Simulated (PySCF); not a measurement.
**Electronic absorption of C4H14Si3**

Species: C4H14Si3.
SMILES: `[SiH3][SiH]([SiH3])C1CCC1`

Theory: TDDFT CAM-B3LYP/def2-SVPD, vertical, gas phase, core orbitals frozen in the response (PySCF). One conformer (not necessarily the lowest) at the PBE0-D3(BJ)/def2-SVP geometry, without solvent, vibrations or thermal averaging. Torsions of this conformer, `[SiH3:1][SiH:2]([SiH3:3])[CH:4]1[CH2:5][CH2:6][CH2:7]1`: Si1–Si2–C4–C5 173°.

Task: List the vertical singlet excitations with oscillator strengths and describe the spectrum.

Result: 

```tsv
state	E (eV)	λ (nm)	f	main configurations (H = HOMO, L = LUMO)
S1	6.67	185.8	0.088	H→L (55%), H→L+1 (24%)
S2	6.82	181.8	0.059	H→L+1 (36%), H→L (25%), H→L+3 (23%)
S3	7.04	176.1	0.017	H-1→L (80%), H-1→L+1 (9%)
S4	7.15	173.4	0.055	H-1→L+1 (74%), H-1→L+3 (10%)
S5	7.31	169.5	0.0045	H→L+3 (42%), H→L+1 (22%), H-1→L+2 (20%)
S6	7.34	168.9	0.041	H→L+2 (47%), H→L+5 (38%)
S7	7.44	166.7	0.076	H→L+5 (46%), H→L+2 (37%)
S8	7.51	165.0	0.337	H-1→L+2 (55%), H→L+4 (11%)
S9	7.62	162.7	0.017	H-1→L+5 (46%), H→L+4 (14%), H→L+3 (13%)
S10	7.69	161.2	0.020	H-1→L+3 (45%), H-1→L+6 (10%), H-2→L (10%)
```

Triplets, Tamm–Dancoff:

| state | E (eV) | λ (nm) | main configurations (H = HOMO, L = LUMO) |
| --- | --- | --- | --- |
| T1 | 5.85 | 212.1 | H→L (83%) |
| T2 | 6.17 | 200.8 | H→L+1 (45%), H→L+3 (29%), H→L+6 (11%) |
| T3 | 6.31 | 196.6 | H-1→L (32%), H-1→L+1 (28%), H→L+5 (14%) |
| T4 | 6.51 | 190.6 | H-1→L (27%), H→L+2 (20%), H→L+5 (13%) |

The lowest singlet lies at 6.67 eV (186 nm, vacuum ultraviolet) and is of moderate strength; its leading configuration is HOMO→LUMO (55%). The strongest level in the table is S8 at 7.51 eV (165 nm, f = 0.337). Löwdin shares by element: HOMO silicon 70%, carbon 5% or more (atoms not listed hold the other 25%); LUMO silicon 63%, hydrogen 11% or more (atoms not listed hold the other 26%). Weighted by f, the mean energy of these states is 7.30 eV. Of the 10 states listed, 9 reach f = 0.01 and none stays under 0.0005. The oscillator strengths of these states sum to 0.714; summed over the whole spectrum of an exact calculation they would give the number of electrons, 80 (Thomas–Reiche–Kuhn). All these states lie below the vertical ionisation energy of 9.46 eV (ΔSCF). Singlets were solved by full linear response, triplets in the Tamm–Dancoff approximation.

Without π bonds the low states are Rydberg-like; a valence basis with one diffuse set may place them up to an eV too high.
